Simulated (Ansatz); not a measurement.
Process, species as SMILES: O=C=[N] → C(=O)=[N-] (an electron is taken up)
B3LYP-D3(BJ)/def2-TZVP geometries, fixed; electronic energies without zero-point terms; positive where energy is released.

Basis-set convergence of the adiabatic electron affinity at B2PLYP with Ansatz (an electronic-structure program). Cartesian d functions, on some or all atoms, in 6-31G**, 6-31+G*; all else is spherical. Cores are frozen. Open shells are unrestricted. No added dispersion term, no relativity. Functions are those of the species that has most. Reference: the value in aug-pcseg-3, 3.602 eV, itself unsure by roughly 0.009 eV (its mean distance from aug-cc-pVQZ, def2-QZVPPD).

```json
[
 {"basis": "STO-3G", "functions": "15", "adiabatic electron affinity (eV)": "-1.500"},
 {"basis": "6-31G", "functions": "27", "adiabatic electron affinity (eV)": "?"},
 {"basis": "pcseg-0", "functions": "27", "adiabatic electron affinity (eV)": "2.968"},
 {"basis": "cc-pVDZ", "functions": "42", "adiabatic electron affinity (eV)": "2.741"},
 {"basis": "pcseg-1", "functions": "42", "adiabatic electron affinity (eV)": "?"},
 {"basis": "6-31G**", "functions": "45", "adiabatic electron affinity (eV)": "?"},
 {"basis": "6-31+G*", "functions": "57", "adiabatic electron affinity (eV)": "3.530"},
 {"basis": "aug-cc-pVDZ", "functions": "69", "adiabatic electron affinity (eV)": "3.549"},
 {"basis": "aug-pcseg-1", "functions": "69", "adiabatic electron affinity (eV)": "3.574"},
 {"basis": "cc-pVTZ", "functions": "90", "adiabatic electron affinity (eV)": "3.281"},
 {"basis": "def2-TZVPP", "functions": "93", "adiabatic electron affinity (eV)": "3.425"},
 {"basis": "def2-TZVPPD", "functions": "114", "adiabatic electron affinity (eV)": "3.552"},
 {"basis": "6-311++G(3df,3pd)", "functions": "117", "adiabatic electron affinity (eV)": "3.577"},
 {"basis": "aug-cc-pVTZ", "functions": "138", "adiabatic electron affinity (eV)": "?"},
 {"basis": "def2-QZVPP", "functions": "171", "adiabatic electron affinity (eV)": "3.548"},
 {"basis": "def2-QZVPPD", "functions": "192", "adiabatic electron affinity (eV)": "3.589"},
 {"basis": "aug-cc-pVQZ", "functions": "240", "adiabatic electron affinity (eV)": "3.607"},
 {"basis": "cc-pV5Z", "functions": "273", "adiabatic electron affinity (eV)": "3.573"}
]
```

Problem. Complete the blanks.

Solution. 
- 6-31G, adiabatic electron affinity (eV): 2.964
- pcseg-1, adiabatic electron affinity (eV): 3.228
- 6-31G**, adiabatic electron affinity (eV): 2.815
- aug-cc-pVTZ, adiabatic electron affinity (eV): 3.593
